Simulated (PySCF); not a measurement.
The same groups moved round the core (butadiene methyl+boryl). Isolated molecules, 0 K electronic values unless said otherwise. One relaxed conformer stands for each flexible species; it need not be the lowest. Strings in code marks are SMILES.

The brightest of the four lowest singlets (TDA) from two functionals at the same geometries (CAM-B3LYP-D3(BJ)/def2-TZVP), both in PySCF: PBE-D3(BJ)/def2-TZVP and TPSSh-D3(BJ)/def2-TZVP. Excitations are Tamm–Dancoff values on a coarser integration grid. The basis has no diffuse functions, so Rydberg states are missing or too high.

```
species           PBE-D3(BJ)/def2-TZVP (eV)  TPSSh-D3(BJ)/def2-TZVP (eV)
----------------  -------------------------  ---------------------------
`CC(=C)C(B)=C`                         5.67                         5.98
`B/C(C)=C/C=C`                         4.72                         4.88
`B/C(C)=C\C=C`                         4.27                         4.52
`B/C(C=C)=C/C`                         5.75                         6.03
`C(/C(B)=C/C)=C`                       5.67                         6.00
`B/C=C(/C)C=C`                         4.50                         4.75
`C(/B)=C(\C=C)C`                       4.75                         4.93
`B/C=C/C=C/C`                          4.75                         4.94
`B/C=C/C=C\C`                          4.67                         4.87
`B/C=C\C=C/C`                          4.32                         4.55
```

Over these rows, drawn at random from the members with no instability flagged (it was tested for open shells, ions and some series alone), PBE minus TPSSh-D3(BJ): mean -0.24 eV, from -0.34 eV to -0.17 eV.
